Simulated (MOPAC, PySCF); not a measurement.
H₂F₂Si₂, SMILES `F/[SiH]=[SiH]/F`, neutral singlet in the gas phase. 

Cartesian coordinates (Å):
SMILES: F/[SiH]=[SiH]/F
```xyz
6

F     -2.0045     1.1329    -0.0569
Si    -1.0317    -0.0734     0.3741
Si     1.0317     0.0734    -0.3741
F      2.0045    -1.1329     0.0569
H     -1.7775    -1.3351     0.1470
H      1.7775     1.3351    -0.1470
```
Charge 0, spin multiplicity 1.

All levels are single points at this geometry (ωB97X-D3(BJ)/def2-TZVP); Pople sets use spherical d functions. Orbital energies aren't observables, and empty levels follow the basis.

```json
[
 {"level": "PBE-D3(BJ)/def2-TZVP in PySCF", "HOMO (eV)": "-5.47", "LUMO (eV)": "-3.15", "gap (eV)": "2.32", "dipole (D)": "0.00", "vertical IE, Delta-SCF (eV)": "8.34"},
 {"level": "ωB97X-D3(BJ)/def2-TZVP in PySCF", "HOMO (eV)": "-8.34", "LUMO (eV)": "-0.64", "gap (eV)": "7.71", "dipole (D)": "0.00", "vertical IE, Delta-SCF (eV)": "8.35"},
 {"level": "B3LYP/LANL2DZ in PySCF", "HOMO (eV)": "-6.59", "LUMO (eV)": "-3.00", "gap (eV)": "3.58", "dipole (D)": "0.00", "vertical IE, Delta-SCF (eV)": "–"},
 {"level": "SVWN5/6-31G* in PySCF", "HOMO (eV)": "-5.36", "LUMO (eV)": "-3.06", "gap (eV)": "2.31", "dipole (D)": "0.00", "vertical IE, Delta-SCF (eV)": "8.39"},
 {"level": "HF/STO-3G in PySCF", "HOMO (eV)": "-4.24", "LUMO (eV)": "5.34", "gap (eV)": "9.58", "dipole (D)": "0.00", "vertical IE, Delta-SCF (eV)": "–"},
 {"level": "PM6 in MOPAC", "HOMO (eV)": "-6.99", "LUMO (eV)": "-1.50", "gap (eV)": "5.49", "dipole (D)": "0.00", "vertical IE, Delta-SCF (eV)": "–"}
]
```
